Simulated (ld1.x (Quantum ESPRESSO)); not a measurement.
## antimony (Sb): one change to a TM potential, before and after

- Element: Sb
- Generator: ld1.x (Quantum ESPRESSO) 7.5
- Type: norm-conserving Troullier–Martins (Kleinman–Bylander form)
- Functional: Wu–Cohen
- Relativity: scalar-relativistic
- Frozen core: [Kr] 4d10
- Valence charge: 5
- Reference configuration: 5s2 5p3
- Partial waves: 5s (bound): rc 1.85 bohr; 5d channel at 0.25 Ry: rc 1.40 bohr; 5p (bound): rc 1.65 bohr
- Local potential: the p channel
- Core correction: none

All-electron outer shells of the reference configuration (Wu–Cohen, scalar-relativistic, ld1.x):

```csv
shell,level (eV),outermost node (bohr),outermost maximum (bohr)
4p,-101.66,0.39,0.76
4d,-33.43,0.38,0.84
5s,-12.89,0.95,1.90
5p,-4.84,1.04,2.32
```

Change: wave 5s (bound): rc 1.85 bohr becomes 5s (bound): rc 1.52 bohr.

Cutoffs: the cutoffs (Ry, on a coarse ladder) from which the occupation-weighted sum of valence levels, in a spherical-Bessel basis at the reference potential, stays within 10 and 1 mRy of its value at 400 Ry; they do not see the model core or the augmentation charge, which bear on the density cutoff. Errors are all-electron minus pseudo energies relative to the spin-unpolarised reference configuration.

**Question.** What does the change do?

**Answer.** The potential gets harder (45 Ry and 100 Ry → 50 Ry and 120 Ry); both files keep a bound ghost (s); of the 7 tests that both files solve, the error grows in 2 and shrinks in 2 by more than 15 % and 0.3 meV (median size 17.7 → 17.9 meV). A smaller radius makes the pseudo-wave follow the all-electron one further in, where it bends more sharply, so more plane waves are needed.

```csv
quantity,base,changed
"cutoff, loose",45 Ry,50 Ry
"cutoff, tight",100 Ry,120 Ry
loose cutoff by channel (10 mRy a level),"s 18 Ry, p 35 Ry","s 35 Ry, p 35 Ry"
bound ghosts,s,s
"error for 5s2 5p2, meV [ΔE 8.35 eV]",-2.9,-3.3
"error for 5s2 5p1, meV [ΔE 24.39 eV]",-18,-21
"error for 5s2 5p0, meV [ΔE 48.87 eV]",-46,-81
"error for 5s1 5p4, meV [ΔE 8.15 eV]",+29,+18
"error for 5s2 5p3.3, meV [ΔE -1.16 eV]",+0.3,+0.3
"error for 5s2 5p2.5, meV [ΔE 3.28 eV]",-0.8,-0.9
"error for 5s1 5p3, meV [ΔE 17.13 eV]",+37,+26
```

 A true bound ghost makes a file unfit for plane-wave use even where its test errors are small: the radial tests pick states by their node count and pass the ghost by.
